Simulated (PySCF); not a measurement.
## How the functional moves excitation energies

Compound: pyrocatechol, C6H6O2.
SMILES with atom numbers: `[OH:1][c:2]1[cH:3][cH:4][cH:5][cH:6][c:7]1[OH:8]` (hydrogens: H9 on O1; H10 on C3; H11 on C4; H12 on C5; H13 on C6; H14 on O8)

Linear-response calculations in the def2-SVPD basis (PySCF; singlets by full response, triplets Tamm–Dancoff, core orbitals frozen in the response; HF means time-dependent Hartree–Fock). 'Strongest' is the level of largest summed f among the singlets computed (10 roots, of which the last may lack a degenerate partner); it can jump between rows when another state enters that window. S1 is the lowest singlet of each run and needn't be the same state throughout; f(S1) is that of one state. Geometry: PBE0-D3(BJ)/def2-SVP, one conformer, isolated molecule.

```json
{"functional": "LDA", "kind": "LDA", "S1 (eV)": "4.67", "f(S1)": "0.042", "strongest (eV)": "6.46", "T1 (eV)": "3.90", "HOMO (eV)": "-5.41", "gap (eV)": "4.12", "ionisation energy, ΔSCF (eV)": "8.26"}
{"functional": "PBE", "kind": "GGA", "S1 (eV)": "4.61", "f(S1)": "0.001", "strongest (eV)": "6.47", "T1 (eV)": "3.85", "HOMO (eV)": "-5.21", "gap (eV)": "4.16", "ionisation energy, ΔSCF (eV)": "8.01"}
{"functional": "B3LYP", "kind": "global hybrid, 20% exact exchange", "S1 (eV)": "4.95", "f(S1)": "0.045", "strongest (eV)": "6.74", "T1 (eV)": "3.96", "HOMO (eV)": "-6.07", "gap (eV)": "5.67", "ionisation energy, ΔSCF (eV)": "8.16"}
{"functional": "PBE0", "kind": "global hybrid, 25% exact exchange", "S1 (eV)": "5.04", "f(S1)": "0.047", "strongest (eV)": "6.85", "T1 (eV)": "3.92", "HOMO (eV)": "-6.26", "gap (eV)": "6.08", "ionisation energy, ΔSCF (eV)": "8.16"}
{"functional": "BHandHLYP", "kind": "global hybrid, 50% exact exchange", "S1 (eV)": "5.27", "f(S1)": "0.051", "strongest (eV)": "7.10", "T1 (eV)": "3.86", "HOMO (eV)": "-7.16", "gap (eV)": "7.85", "ionisation energy, ΔSCF (eV)": "8.11"}
{"functional": "CAM-B3LYP", "kind": "range-separated hybrid", "S1 (eV)": "5.08", "f(S1)": "0.047", "strongest (eV)": "6.91", "T1 (eV)": "3.94", "HOMO (eV)": "-7.49", "gap (eV)": "8.30", "ionisation energy, ΔSCF (eV)": "8.24"}
{"functional": "wB97X-D", "kind": "range-separated hybrid", "S1 (eV)": "5.10", "f(S1)": "0.047", "strongest (eV)": "6.94", "T1 (eV)": "4.04", "HOMO (eV)": "-8.02", "gap (eV)": "9.55", "ionisation energy, ΔSCF (eV)": "8.20"}
{"functional": "LC-wPBE", "kind": "range-separated hybrid", "S1 (eV)": "5.16", "f(S1)": "0.047", "strongest (eV)": "7.06", "T1 (eV)": "3.81", "HOMO (eV)": "-8.71", "gap (eV)": "10.59", "ionisation energy, ΔSCF (eV)": "8.32"}
{"functional": "HF", "kind": "Hartree–Fock", "S1 (eV)": "5.60", "f(S1)": "0.057", "strongest (eV)": "7.57", "T1 (eV)": "3.37", "HOMO (eV)": "-8.38", "gap (eV)": "10.65", "ionisation energy, ΔSCF (eV)": "not settled"}
```

S1 runs from 4.61 eV (PBE) to 5.60 eV (HF), a spread of 0.99 eV, while the orbital gap spreads over 6.5 eV. Along PBE (0%), B3LYP (20%), PBE0 (25%), BHandHLYP (50%), HF (100%) S1 rises with the share of exact exchange. −ε(HOMO) comes closest to its own ΔSCF ionisation energy with wB97X-D (-0.19 eV) and misses most with LDA (-2.85 eV). 'Not settled' means that the ion's SCF failed to converge or may have ended in another state than the lowest.
